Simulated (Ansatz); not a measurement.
```xyz
3

Cl    0.0001    0.0034   -2.2024
Mg    0.0012   -0.0064   -0.0076
Cl   -0.0095    0.0026    2.1946
```

Basis set: 6-31G* (spherical functions). Left uncorrelated: 11 orbitals. Charge 0, multiplicity 1.

Computed with Ansatz (development build ahead of 0.2.0); each method stands on the lowest determinant of its kind that the runs found. Restricted open shells among the atoms or ions are ROHF, correlated in semicanonical orbitals with singles.

(1) Give the atomization energy at this shape (free ground-state atoms in the same class of orbitals less the molecule, no zero-point energy) of singlet MgCl₂ by RHF-MP2, RHF.

Answers

(1)

```tsv
method	atomization energy
RHF-MP2	750.6 kJ/mol
RHF	638.1 kJ/mol
```
